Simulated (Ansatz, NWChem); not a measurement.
## Abstraction of F: CH7FSi2 + GaH(CH3) → CH7Si2 + GaH(CH3)F

Species: CH7FSi2 `F[SiH2]C[SiH3]`, singlet; GaH(CH3), doublet; CH7Si2 `[SiH2]C[SiH3]`, doublet; GaH(CH3)F, singlet. A radical takes F: the energy is the difference in strength between the Si–F bond broken and the Ga–F bond made.

Shapes, held fixed at every level: PBE0-D4/def2-TZVP. Flexible molecules stand in one conformer, not always the lowest. Programs: Ansatz 0.2.0, NWChem 7.3.0. A level may come from different programs for different species; with the same settings they agree closely. Electronic energies: no zero-point or thermal term.

Question: Estimate ΔE of this reaction.

Answer: B2PLYP/def2-TZVPP gives ΔE = +75.8 kJ/mol; the levels span +62.5 to +85.5. The median of the levels is +72.9. No measured value is set beside it here. Open shells run unrestricted. Relativity is left out for Ga. Outer-core shells of Ga are correlated in most correlated rows, in sets that cover them unevenly.

```json
{"level": "MP2/def2-TZVPP", "kind": "perturbation theory", "ΔE (kJ/mol)": "+71.9"}
{"level": "HF/def2-SVP", "kind": "Hartree–Fock", "ΔE (kJ/mol)": "+62.5"}
{"level": "HF/def2-TZVPP", "kind": "Hartree–Fock", "ΔE (kJ/mol)": "+85.5"}
{"level": "r2SCAN-D4/def2-TZVPP", "kind": "meta-GGA", "ΔE (kJ/mol)": "+69.4"}
{"level": "B3LYP-D4/def2-TZVPP", "kind": "global hybrid", "ΔE (kJ/mol)": "+76.9"}
{"level": "PBE0-D4/def2-TZVPP", "kind": "global hybrid", "ΔE (kJ/mol)": "+70.5"}
{"level": "wB97X-V/def2-TZVPP", "kind": "range-separated hybrid", "ΔE (kJ/mol)": "+73.8"}
{"level": "B2PLYP/def2-TZVPP", "kind": "double hybrid", "ΔE (kJ/mol)": "+75.8"}
```
